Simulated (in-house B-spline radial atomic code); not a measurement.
Values are calculated unless marked as measured or tabulated.
**Cl ion on Ti atom: potential, deflection and energy transfer**

The pair potential comes from two frozen, spherical free-atom densities (PBE, B-spline radial code, scalar-relativistic past argon): electrostatics plus the change in Thomas-Fermi kinetic and Dirac exchange energy where they overlap, the recipe behind the universal ZBL potential, which averages such potentials (from solid-state densities) over many pairs. It is written V = (Z1 Z2 e²/r) φ(r/a), with e² = 14.3996 eV·Å and a = 0.46850 Å/(Z1^0.23 + Z2^0.23); ZBL's fit is φ = 0.18175 e^(−3.1998x) + 0.50986 e^(−0.94229x) + 0.28022 e^(−0.4029x) + 0.02817 e^(−0.20162x). Where φ falls below 4e-4 it is continued as an exponential.

Masses 35.45 and 47.87 u.

| x = r/a | φ, this pair | φ, ZBL |
| --- | --- | --- |
| 0.1 | 0.8986 | 0.8928 |
| 0.25 | 0.7792 | 0.7647 |
| 0.5 | 0.6332 | 0.6096 |
| 1 | 0.4418 | 0.4164 |
| 1.5 | 0.3218 | 0.2995 |
| 2 | 0.2423 | 0.2218 |
| 3 | 0.146 | 0.1292 |
| 4 | 0.09357 | 0.08026 |
| 5 | 0.06266 | 0.05224 |
| 6.5 | 0.03472 | 0.02914 |
| 8 | 0.01981 | 0.01705 |
| 10 | 0.01026 | 0.008778 |
| 12 | 0.00552 | 0.00474 |
| 14.5 | 0.002485 | 0.002328 |
| 17 | 0.001107 | 0.001212 |

Question: At x = 2 the electrostatic, kinetic and exchange parts are 2962.26, 2705.65 and -159.8 eV. Find r, V and φ.

Answer: a = 0.46850/(1.9187 + 2.0359) = 0.11847 Å, so r = 0.23694 Å. V = 2962.26 + 2705.65 + (-159.8) = 5508.11 eV. The bare repulsion is 17 × 22 × 14.3996/0.23694 = 22729 eV, so φ = 0.2423, +9.3 % against ZBL's 0.2218. The kinetic (Pauli) term is 49 % of V here.

Question: The ion comes in at 7.912 keV with impact parameter 0.0592 Å. The scattering integral gives a centre-of-mass angle of 141.3° and a closest approach of 2.242 a. What are the reduced energy, the energy passed on and the laboratory angles?

Answer: ε = E a M2/(Z1 Z2 e² (M1 + M2)) = 7912 × 1.2639e-05 = 0.1. The most that one collision can pass on is γE with γ = 4 M1 M2/(M1 + M2)² = 0.9778. Here T = γE sin²(θ/2) = 0.9778 × 7912 × 0.8902 = 6887 eV. The ion turns by arctan(sin θ/(cos θ + M1/M2)) = 93.6° (second quadrant: it bounces back), and the struck atom leaves at (180° − θ)/2 = 19.4°. The closest approach is 0.266 Å. With ZBL the angle would be 139.86° and T = 6826 eV.
